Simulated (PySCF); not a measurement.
Two species compared at the same levels of theory.

First species: C₈H₁₀OSi.
SMILES: `c1oc(cc1)[C@H]1C=CC[SiH2]1`

Second species: Si4H8.
InChI=1S/H8Si4/c1-2-4-3-1/h1-4H2

Levels: CAM-B3LYP/def2-SVPD for HOMO energy, LUMO energy, HOMO–LUMO gap and static isotropic polarisability; TDDFT CAM-B3LYP/def2-SVPD for lowest singlet excitation; TDA CAM-B3LYP/def2-SVPD for lowest triplet excitation (Tamm–Dancoff); ΔSCF CAM-B3LYP/def2-SVPD for vertical ionisation energy. Geometries: PBE0-D3(BJ)/def2-SVP. All species are isolated and taken at one optimised geometry, non-relativistic unless stated; the electronic structure was computed with PySCF and density fitting.

```
                                property  column X  column Y
                             HOMO energy  -7.37 eV  -8.72 eV
                             LUMO energy   1.14 eV  -0.28 eV
                           HOMO–LUMO gap   8.51 eV   8.44 eV
               lowest singlet excitation   5.82 eV   4.90 eV
lowest triplet excitation (Tamm–Dancoff)   3.89 eV   4.64 eV
         static isotropic polarisability  117.6 au  120.3 au
              vertical ionisation energy   7.99 eV   9.36 eV
```

Which column belongs to which species?

Column X is the first species and column Y the second. The first has 20 atoms and 80 electrons, the second 12 and 64.

How does each property change from the first species to the second?

HOMO energy -1.35 eV; LUMO energy -1.42 eV; HOMO–LUMO gap -0.07 eV; lowest singlet excitation -0.92 eV; lowest triplet excitation (Tamm–Dancoff) +0.75 eV; static isotropic polarisability +2.7 au; vertical ionisation energy +1.37 eV.

On the first: No computed singlet falls in the visible range (750 to 380 nm, 1.65 to 3.26 eV); S1 lies 2.56 eV above its blue end. The ΔSCF ionisation energy exceeds −ε(HOMO) by 0.62 eV with CAM-B3LYP.

On the second: The polarisability is 17.82 Å³ as a volume (1 au = 0.148185 Å³), or 1.88 au for each of the 64 electrons. The ΔSCF ionisation energy exceeds −ε(HOMO) by 0.64 eV with CAM-B3LYP.

One conformer stands for the species.
